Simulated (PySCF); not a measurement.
Predicted microwave data (PySCF 2.14.0, PBE0-D3(BJ)/def2-SVP geometry optimisation, gas phase) for one isomer of C2H5NSi:

| Quantity | Value |
| --- | --- |
| Rotational constants | A = 14356, B = 3315, C = 2832 MHz |
| Dipole components | \|μa\| = 3.80 D, \|μb\| = 0.37 D, \|μc\| = 0.00 D |
| Inertial defect | -9.20 u·Å² |
| κ | -0.92 |

Task: Which candidate fits, each taken in the one conformer that was computed?
A. `[CH:1]#[C:2][SiH2:3][NH2:4]` with C2–Si3–N4–H -70° and 69°
B. `C[SiH2]C#N`

Result: B. It is C[SiH2]C#N, a near-prolate asymmetric top, point group Cs. The candidates at the same level (rigid rotor, commonest isotopes):

```tsv
SMILES	A (MHz)	B (MHz)	C (MHz)	μa (D)	μb (D)	μc (D)	Δ (u·Å²)	point group	rotor
C[SiH2]C#N	14356	3315	2832	3.80	0.37	0.00	-9.20	Cs	near-prolate asymmetric top
C#C[SiH2]N	16873	3199	2823	0.16	1.56	0.00	-8.88	Cs	near-prolate asymmetric top
```

`C#C[SiH2]N` has A 18 % too high. In the right answer the mirror of this Cs structure is the ab plane, so μc vanishes by symmetry. No structure here is proved a minimum.
